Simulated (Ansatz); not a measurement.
Ansatz (a program for electronic structure) input (CCSD(T)/aug-cc-pVDZ):

Ansatz 0.2 input:
```yaml
crystal:
  periodic: [false, false, false]
  atoms:
    - {symbol: C, position_ang: [-1.85519172, -1.32641834, 0.05309644]}
    - {symbol: C, position_ang: [-0.97739514, -0.37151961, 0.77935050]}
    - {symbol: C, position_ang: [0.00489145, 0.52967026, 0.08456613]}
    - {symbol: C, position_ang: [0.87502572, 1.23960576, 1.13060507]}
    - {symbol: C, position_ang: [-0.76507703, 1.60286404, -0.71972305]}
    - {symbol: C, position_ang: [0.89179781, -0.25806770, -0.91065314]}
    - {symbol: C, position_ang: [1.73034557, -1.37463700, -0.29572683]}
    - {symbol: H, position_ang: [-2.44781997, -1.92560185, 0.74471246]}
    - {symbol: H, position_ang: [-2.56123775, -0.81404985, -0.61708330]}
    - {symbol: H, position_ang: [-1.28700262, -2.01464667, -0.58180142]}
    - {symbol: H, position_ang: [-1.18569948, -0.17576694, 1.82459167]}
    - {symbol: H, position_ang: [0.25729033, 1.86196076, 1.78154454]}
    - {symbol: H, position_ang: [1.61293786, 1.88567807, 0.64964527]}
    - {symbol: H, position_ang: [1.40604071, 0.52617412, 1.76130684]}
    - {symbol: H, position_ang: [-0.06700259, 2.28332597, -1.21424361]}
    - {symbol: H, position_ang: [-1.38979596, 1.14595194, -1.48895845]}
    - {symbol: H, position_ang: [-1.40882634, 2.19253801, -0.06465161]}
    - {symbol: H, position_ang: [0.25020154, -0.67646047, -1.69092438]}
    - {symbol: H, position_ang: [1.54874840, 0.45685124, -1.41548157]}
    - {symbol: H, position_ang: [2.46830369, -0.98543557, 0.40699643]}
    - {symbol: H, position_ang: [1.10552227, -2.08802888, 0.24502050]}
    - {symbol: H, position_ang: [2.27195972, -1.92147410, -1.06976404]}
basis:
  gaussian:
    orbitals: aug-cc-pVDZ
magnetization: {spin_polarized: true, initial_magnetization: 1}
correlation: {method: ccsd_t, electrons: outside_noble_gas}
output: {forces: true}
```

Output:

```
Functional definition: HF
integrals: 5.32 GiB planned
2925 factors; integrals over basis functions are off by at most 4.6e-4 eV
1.92 GiB of device memory are held for the factors and their scratch space
mean field: 2.74 GiB planned
mean field evaluation 1: about -7442.1692 eV, gradient 3.7e1 eV
mean field evaluation 2: about -7442.1755 eV, gradient 3.7e1 eV
mean field evaluation 4: about -7450.2566 eV, gradient 4.4e0 eV
mean field evaluation 8: about -7450.4255 eV, gradient 1.9e-1 eV
mean field evaluation 16: about -7450.4014 eV, gradient 1.3e0 eV
mean field -7450.42626355 eV, -273.7981151050 hartree, gradient 1.8e-6 eV, S^2 0.764344; 0 other end points of the search recorded, 0 dependent functions left out
7 core orbitals not correlated
reference -7450.42626355 eV, -273.7981151050 hartree; 22, 21 occupied and 267, 268 virtual orbitals, 2925 factors
densities: 59.73 GiB planned
second order -28.15807932 eV of doubles, -0.00000000 eV of singles
coupled cluster: 38.38 GiB planned
cycle   1  -29.86443374 eV  change    -1.7e0 eV  update   1.1e-1
cycle   2  -30.64418878 eV  change   -7.8e-1 eV  update   3.3e-2
cycle   3  -30.78110216 eV  change   -1.4e-1 eV  update   1.4e-2
cycle   4  -30.78228641 eV  change   -1.2e-3 eV  update   4.6e-3
cycle   5  -30.78202204 eV  change    2.6e-4 eV  update   2.1e-3
cycle   6  -30.78199540 eV  change    2.7e-5 eV  update   7.8e-4
cycle   7  -30.78193326 eV  change    6.2e-5 eV  update   2.6e-4
cycle   8  -30.78197051 eV  change   -3.7e-5 eV  update   1.0e-4
cycle   9  -30.78195193 eV  change    1.9e-5 eV  update   3.8e-5
cycle  10  -30.78192584 eV  change    2.6e-5 eV  update   1.6e-5
cycle  11  -30.78193404 eV  change   -8.2e-6 eV  update   6.7e-6
cycle  12  -30.78193829 eV  change   -4.3e-6 eV  update   2.5e-6
perturbative correction -1.05280996 eV, -0.0386900524 hartree
the calculation of the forces begins
1.92 GiB of device memory are held for the factors and their scratch space
Total energy: -7482.26101180 eV, -274.9680205249 hartree
Atom 0 at    -1.855192    -1.326418     0.053096 Å, force    -0.109758    -0.077224    -0.175468 eV/Å
Atom 1 at    -0.977395    -0.371520     0.779350 Å, force     0.188359    -0.003988     0.123218 eV/Å
Atom 2 at     0.004891     0.529670     0.084566 Å, force     0.130877     0.081186    -0.145525 eV/Å
Atom 3 at     0.875026     1.239606     1.130605 Å, force    -0.073446    -0.085741    -0.110772 eV/Å
Atom 4 at    -0.765077     1.602864    -0.719723 Å, force     0.102597    -0.134135     0.094710 eV/Å
Atom 5 at     0.891798    -0.258068    -0.910653 Å, force    -0.083780     0.045391     0.156875 eV/Å
Atom 6 at     1.730346    -1.374637    -0.295727 Å, force    -0.047969     0.054340     0.015386 eV/Å
Atom 7 at    -2.447820    -1.925602     0.744712 Å, force    -0.252963    -0.262242     0.313787 eV/Å
Atom 8 at    -2.561238    -0.814050    -0.617083 Å, force    -0.288541     0.222127    -0.261849 eV/Å
Atom 9 at    -1.287003    -2.014647    -0.581801 Å, force     0.265392    -0.296963    -0.253652 eV/Å
Atom 10 at    -1.185699    -0.175767     1.824592 Å, force    -0.112065     0.107516     0.524984 eV/Å
Atom 11 at     0.257290     1.861961     1.781545 Å, force    -0.297020     0.281235     0.294796 eV/Å
Atom 12 at     1.612938     1.885678     0.649645 Å, force     0.335285     0.295011    -0.240289 eV/Å
Atom 13 at     1.406041     0.526174     1.761307 Å, force     0.240630    -0.342705     0.300356 eV/Å
Atom 14 at    -0.067003     2.283326    -1.214244 Å, force     0.332154     0.306002    -0.224686 eV/Å
Atom 15 at    -1.389796     1.145952    -1.488958 Å, force    -0.290442    -0.229755    -0.357565 eV/Å
Atom 16 at    -1.408826     2.192538    -0.064652 Å, force    -0.299687     0.266132     0.319460 eV/Å
Atom 17 at     0.250202    -0.676460    -1.690924 Å, force    -0.313227    -0.195619    -0.356069 eV/Å
Atom 18 at     1.548748     0.456851    -1.415482 Å, force     0.299088     0.342864    -0.223970 eV/Å
Atom 19 at     2.468304    -0.985436     0.406996 Å, force     0.338960     0.188112     0.314018 eV/Å
Atom 20 at     1.105522    -2.088029     0.245021 Å, force    -0.300442    -0.323581     0.239463 eV/Å
Atom 21 at     2.271960    -1.921474    -1.069764 Å, force     0.236000    -0.237966    -0.347209 eV/Å
Dipole moment:    -0.025682     0.003738    -0.034887 e Å
```

It need not be the lowest isomer of its formula.
